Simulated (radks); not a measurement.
Task: The aluminium ion Al3+, [Ne]. All-electron calculation, non-relativistic Kohn-Sham, LDA (Slater exchange, Perdew-Wang correlation), spin-polarised, spherical densities, point nucleus. Program: a radial shooting solver on a logarithmic mesh with Libxc functionals. Every spin shell is full or empty, so the densities are truly spherical. Functionals are evaluated on that one density, not self-consistently. Rank these orbital-free kinetic functionals by their error against the exact value of the orbitals, and give that value: Thomas-Fermi, TF + vW/9, LC94, APBEK, revAPBEK, Thakkar, LKT, PG1, DePristo-Kress.

Result: Exact: 238.755 hartree. From best to worst, with 100 (|E| - |E exact|)/|E exact| (equal figures are ties): Thakkar +0.02, DePristo-Kress +0.10, LC94 +0.16, APBEK +0.29, TF + vW/9 -0.46, revAPBEK +0.70, Thomas-Fermi -7.70, PG1 +27.47, LKT +33.59.
